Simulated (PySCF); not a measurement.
## Computed properties of GaI₃, SMILES [I][Ga]([I])[I]

GaI3, SMILES [I][Ga]([I])[I]. Geometry: B3LYP-D3(BJ)/def2-SVP. The isomer is the one that the SMILES or the coordinates give; other isomers of the formula were not compared. The def2 effective core potentials stand for the cores of I; spin–orbit coupling is left out. Other conformers were not sampled. All values are computed for the isolated molecule unless a solvent is named; none is compared with measurement here.

**Structure.** The optimised structure has D3h symmetry. All 6 harmonic modes at B3LYP-D3(BJ)/def2-SVP (PySCF) are real, so it is a minimum. With heavy atoms numbered as in [Ga:1]([I:2])([I:3])[I:4], the shortest bond between them is Ga1–I3 at 2.496 Å and the longest Ga1–I2 at 2.496 Å.

**Vibrations.** The strongest infrared lines (harmonic, unscaled, degenerate partners summed) lie at 283 cm⁻¹ (113 km/mol, Ga 74 %, I 26 %), 89 cm⁻¹ (2 km/mol, Ga 85 %, I 15 %), 59 cm⁻¹ (2 km/mol, I 89 %, Ga 11 %). The softest mode is at 59 cm⁻¹ and the zero-point energy is 1.3 kcal/mol.

**Electronic structure.** PBE0/def2-TZVP (PySCF) places the frontier levels at -7.79 and -2.72 eV, a gap of 5.07 eV, and gives a dipole moment of 0.00 D and a mean polarisability of 131.1 bohr³. PBE/def2-TZVP (PySCF) at the same geometry gives -6.65 and -3.46 eV, so its gap is 1.88 eV narrower. An orbital gap is neither the optical nor the fundamental gap.

**Excitations.** TDA-ωB97X/def2-SVPD (PySCF) has S1 at 4.39 eV (283 nm, f = 0.000, dark); the most intense of the 10 singlets computed lies at 4.82 eV (f = 0.09). Strengths of degenerate partners are summed. T1 (TDA) is at 3.99 eV, 0.40 eV under S1. TDA-PBE/def2-SVPD (PySCF) puts S1 at 3.24 eV. No vertical singlet excitation falls in the visible range (under 3.1 eV).
